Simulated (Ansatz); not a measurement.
Start from `BN1C[SiH2]1` and change one atom or group to get `[AlH2][N]1C[SiH2]1`.

Ansatz, PBE0-D4/def2-TZVP geometries, multiplicity 1. 

```json
{"property": "HOMO–LUMO gap (PBE/def2-TZVPP) / eV", "`BN1C[SiH2]1`": "5.52"}
{"property": "HOMO–LUMO gap (ωB97M-V/def2-TZVPP) / eV", "`BN1C[SiH2]1`": "11.62"}
{"property": "HOMO energy (PBE/def2-TZVPP) / eV", "`BN1C[SiH2]1`": "-6.81"}
{"property": "LUMO energy (ωB97M-V/def2-TZVPP) / eV", "`BN1C[SiH2]1`": "1.29"}
{"property": "LUMO energy (PBE0/def2-TZVPP) / eV", "`BN1C[SiH2]1`": "-0.42"}
{"property": "ideal-gas entropy at 298 K and 1 bar (rigid rotor, harmonic PBE0-D4/def2-TZVP) / J/(mol·K)", "`BN1C[SiH2]1`": "300"}
```

(1) Give the same properties after the change, and the shifts. (Estimate.)

Results:

(1) Ansatz gave: 
```csv
property,`[AlH2][N]1C[SiH2]1`,shift
HOMO–LUMO gap (PBE/def2-TZVPP) / eV,4.34,-1.18
HOMO–LUMO gap (ωB97M-V/def2-TZVPP) / eV,10.21,-1.41
HOMO energy (PBE/def2-TZVPP) / eV,-6.01,0.80
LUMO energy (ωB97M-V/def2-TZVPP) / eV,0.70,-0.59
LUMO energy (PBE0/def2-TZVPP) / eV,-0.89,-0.47
"ideal-gas entropy at 298 K and 1 bar (rigid rotor, harmonic PBE0-D4/def2-TZVP) / J/(mol·K)",326,26
```

With PBE0 the HOMO rises by 0.80 eV and the LUMO falls by 0.47 eV, so the gap narrows by about 1.27 eV. PBE moves the HOMO by 0.80 eV and ωB97M-V by 0.81 eV.
